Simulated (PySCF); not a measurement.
# SbF, PBE0: how much the basis matters

PySCF, UKS reference; triplet, unpaired electrons π ↑↑; De to Sb + F without counterpoise correction.

```tsv
basis	relativity	functions	Re (Å)	ωe (cm⁻¹)	De (eV)	μ (D)
cc-pVDZ-PP/cc-pVDZ	scalar-relativistic core potentials	37	1.951	625	3.72	-2.56
def2-SVP	scalar-relativistic core potentials	40	1.947	626	3.80	-2.57
x2c-SVPall	spin-free X2C	50	1.942	630	3.84	-2.49
def2-SVPD	scalar-relativistic core potentials	55	1.966	594	3.99	-2.72
cc-pVTZ-PP/cc-pVTZ	scalar-relativistic core potentials	69	1.930	616	4.03	-2.32
def2-TZVPP	scalar-relativistic core potentials	81	1.920	614	4.08	-2.40
def2-TZVPPD	scalar-relativistic core potentials	96	1.923	607	4.10	-2.36
```

How does each smaller set differ from the one with most functions, def2-TZVPPD?

cc-pVDZ-PP/cc-pVDZ: +2.8 pm, +3.0 % in ωe, -0.38 eV in De; def2-SVP: +2.4 pm, +3.1 % in ωe, -0.30 eV in De; x2c-SVPall: +1.9 pm, +3.8 % in ωe, -0.26 eV in De; def2-SVPD: +4.3 pm, -2.1 % in ωe, -0.11 eV in De; cc-pVTZ-PP/cc-pVTZ: +0.7 pm, +1.5 % in ωe, -0.07 eV in De; def2-TZVPP: -0.3 pm, +1.2 % in ωe, -0.02 eV in De. All at PBE0; the set with most functions is neither the basis-set limit nor always the best. The rows treat relativity differently, so the differences are not basis effects alone.

A positive dipole means Sb(−)F(+). Spin–orbit coupling is left out, which matters for elements this heavy, above all for dissociation energies. The state is the lowest determinant that a PBE0 search found; another state may lie lower at other levels.
